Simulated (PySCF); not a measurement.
Be⁺: excitation energy

Be⁺ [He] 2s1 (2S) → Be⁺ [He] 2p1 (2P), as a difference of total energies. Computed with PySCF 2.14 in aug-cc-pVQZ-DK (6s5p4d3f2g, 80 functions), with the spin-free X2C one-electron Hamiltonian (Gaussian nucleus). The calculations carry no spin-orbit coupling.

```csv
method,excitation energy (eV)
UHF,3.990
PBE,3.445
r2SCAN,3.527
M06,3.297
BP86,3.395
BLYP,3.391
HSE06,3.572
```

Task: Estimate what PBE0 gives.

Result: 3.588 eV, closest to HSE06 among the rows shown.

Task: Estimate what LDA gives.

Result: 3.498 eV, closest to r2SCAN among the rows shown.

For comparison: 3.959 eV (measured; NIST levels, between the centres of gravity of the two terms).
